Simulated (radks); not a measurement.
Question: The carbon ion C3+, [He] 2s1. Calculated with a radial shooting solver on a logarithmic mesh with Libxc functionals: non-relativistic Kohn-Sham, r2SCAN, spin-polarised, spherical densities, point nucleus; meta-GGA in the generalised Kohn-Sham scheme. Every spin shell is full or empty, so the densities are truly spherical. Functionals are evaluated on that one density, not self-consistently. Rank these exchange functionals by their error against the exact value of the orbitals, and give that value: LDA, revPBE, PW91, PW86, OPTX, WC, EV93, revTPSS, SCAN, r2SCAN, MS2.

Answer: Exact: -3.94907 hartree. From best to worst, with 100 (|E| - |E exact|)/|E exact| (equal figures are ties): revPBE -0.01, SCAN -0.11, r2SCAN -0.15, OPTX -0.17, revTPSS +0.22, PW86 +0.39, MS2 +0.41, PW91 -1.02, WC -3.35, EV93 +4.34, LDA -13.35.
